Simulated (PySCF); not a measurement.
C₃H₅O, SMILES [CH]=C(C)O, multiplicity 2. Atoms are numbered in the order given.

```xyz
9

C      1.1879    -0.8745     0.0000
C      0.1137    -0.0985     0.0000
C      0.1526     1.4012     0.0000
O     -1.1817    -0.5582     0.0000
H      1.4611    -1.9272     0.0000
H      1.1857     1.7710     0.0000
H     -0.3727     1.7894    -0.8881
H     -0.3727     1.7894     0.8881
H     -1.1729    -1.5257     0.0000
```
Charge 0, spin multiplicity 2.

Coordinates come from a B3LYP-D3(BJ)/def2-SVP optimisation. The isomer is the one that the SMILES or the coordinates give; other isomers of the formula were not compared. The values are those of a single conformer.

Two levels are set side by side: PBE/pcH-1 (PySCF) and PBE0/pcH-1 (PySCF). Contact hyperfine couplings, same geometry. Differences are taken from unrounded values.

```csv
quantity,PBE0,PBE,PBE minus PBE0
"A(iso) of 13C, atom C1 (MHz)",352.0,327.9,-24.1
"A(iso) of 13C, atom C2 (MHz)",11.9,22.3,10.4
"A(iso) of 13C, atom C3 (MHz)",27.1,25.4,-1.7
"A(iso) of 17O, atom O4 (MHz)",-10.4,-11.4,-1.0
"A(iso) of 1H, atom H5 (MHz)",5.4,12.8,7.4
"A(iso) of 1H, atom H6 (MHz)",3.2,4.8,1.6
"A(iso) of 1H, atom H7 (MHz)",-5.6,-1.9,3.7
"A(iso) of 1H, atom H8 (MHz)",-5.6,-1.9,3.7
"A(iso) of 1H, atom H9 (MHz)",-5.7,-5.0,0.7
```

Rough cost on one machine, each run with all the roots and properties that it gave: PBE0 against PBE within a factor of 2.
